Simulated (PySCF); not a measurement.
`C[C@@H]1[C@@H]2C[C@H]1[C@@H](N)C2`, C7H13N

Geometry (Å), atoms numbered from 1 in this order:
```xyz
21

C    -2.250   -0.476   -1.024
C    -0.782   -0.600   -0.660
C    -0.426   -0.745    0.835
C    -0.511    0.785    0.933
C     0.025    0.706   -0.504
C     1.445    0.136   -0.282
N     2.463    1.045    0.198
C     1.088   -0.956    0.761
H    -2.767    0.260   -0.415
H    -2.746   -1.435   -0.890
H    -2.348   -0.184   -2.068
H    -0.322   -1.346   -1.313
H    -0.988   -1.396    1.499
H    -1.522    1.172    1.006
H     0.115    1.268    1.682
H    -0.076    1.532   -1.205
H     1.831   -0.305   -1.206
H     2.146    1.533    1.029
H     2.676    1.741   -0.509
H     1.585   -0.765    1.710
H     1.356   -1.955    0.423
```

Method used: TDDFT PBE0/def2-SVPD circular dichroism and optical rotation, one conformer, gas phase in PySCF 2.14.0. Geometry: GFN2-xTB.

The molecule is flexible and this is one conformer; a measurement averages over conformers. States above about 6.6 eV (minus the energy of the highest occupied orbital) lie near or above the ionisation threshold and depend on the basis.

Problem. Draw the ECD and absorption spectra from the lowest 16 states, each a Gaussian of half-width 0.25 eV at 1/e height.

Solution. 
| E (eV) | λ (nm) | Δε (L mol⁻¹ cm⁻¹) | ε (L mol⁻¹ cm⁻¹) |
| --- | --- | --- | --- |
| 5.72 | 217 | +0.01 | 29.5 |
| 5.87 | 211 | +0.05 | 227 |
| 6.02 | 206 | +0.17 | 849 |
| 6.17 | 201 | +0.32 | 1550 |
| 6.32 | 196 | +0.30 | 1400 |
| 6.47 | 192 | +0.20 | 737 |
| 6.62 | 187 | -0.11 | 544 |
| 6.77 | 183 | -1.02 | 621 |
| 6.92 | 179 | -1.94 | 457 |
| 7.07 | 175 | -2.34 | 209 |
| 7.22 | 172 | -2.25 | 143 |
| 7.37 | 168 | -1.40 | 364 |
| 7.52 | 165 | -0.31 | 954 |
| 7.67 | 162 | +0.79 | 1590 |
| 7.82 | 159 | -0.56 | 2300 |
| 7.97 | 156 | -7.60 | 3890 |
| 8.12 | 153 | -9.45 | 5500 |
| 8.27 | 150 | +3.77 | 5230 |
| 8.42 | 147 | +18.63 | 3840 |
| 8.57 | 145 | +17.00 | 2750 |

Δε uses R in velocity form, ε uses f in length form. Only the states computed contribute, so the short-wavelength end is incomplete.

The sign of the CD bands at 199, 162, 158, 142 nm isn't settled: the length form gives the opposite one.
